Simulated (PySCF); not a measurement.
## Radial density of O⁺ (oxygen, charge +1)

UHF, [He] 2s2 2p3, high-spin 4S determinant. Computed with PySCF 2.14 in cc-pVDZ-DK (3s2p1d, 14 functions), with the spin-free X2C one-electron Hamiltonian (Gaussian nucleus).

```tsv
r (bohr)	4πr²ρ (e/bohr)	4πr²(ρα − ρβ)
0.00418	0.06731	0.0001
0.00704	0.1812	0.0003
0.0118	0.4664	0.0008
0.0199	1.151	0.0020
0.0335	2.606	0.0050
0.0563	5.121	0.0131
0.0947	7.891	0.0410
0.159	8.210	0.1699
0.268	4.873	0.6495
0.451	3.061	1.7193
0.758	4.458	2.6566
1.28	2.974	1.6713
2.15	0.5037	0.2770
3.61	0.01769	0.0144
```

Densities and radii are taken from the X2C orbitals without a picture-change correction, which distorts them close to the nucleus.
